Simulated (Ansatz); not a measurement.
```yaml
crystal:
  periodic: [false, false, false]
  atoms:
    - {symbol: O, position_ang: [-0.422973, -0.160459, -4.504285]}
    - {symbol: C, position_ang: [-0.324514, -0.372051, -3.075744]}
    - {symbol: N, position_ang: [-0.242146, -0.713365, -1.613212]}
    - {symbol: B, position_ang: [0.010167, -0.005491, 0.000486]}
    - {symbol: N, position_ang: [0.284602, 1.745068, 0.171592]}
    - {symbol: C, position_ang: [0.537879, 2.826596, 1.185859]}
    - {symbol: O, position_ang: [0.784851, 3.945470, 2.070294]}
    - {symbol: N, position_ang: [-0.012719, -1.048082, 1.443279]}
    - {symbol: C, position_ang: [-0.182109, -2.474121, 1.890842]}
    - {symbol: O, position_ang: [-0.329038, -3.807566, 2.434387]}
basis:
  gaussian: {orbitals: cc-pVTZ-DK, fitting: {mean_field: def2-universal-jkfit}}
hamiltonian: {xc: {name: HF}}
correlation: {method: mp2, frozen_orbitals: {O: 9}}
scf: {lower_state_search: light}
output: {forces: true}
```

```sh
$ ansatz run in.yaml --threads 2 --pin off --events-out ev --progress --plain --max-ram 20480MiB --backend cuda --devices 0, --max-vram 18GiB
```

Output, abridged:

```
Functional definition: HF
Error: "frozen_orbitals" has no count for C
```

(1) Something in this input is off. What?

Answers

(1) Frozen orbitals are typed for one element alone, and the program wants a count for each. The input was rejected before any iteration.
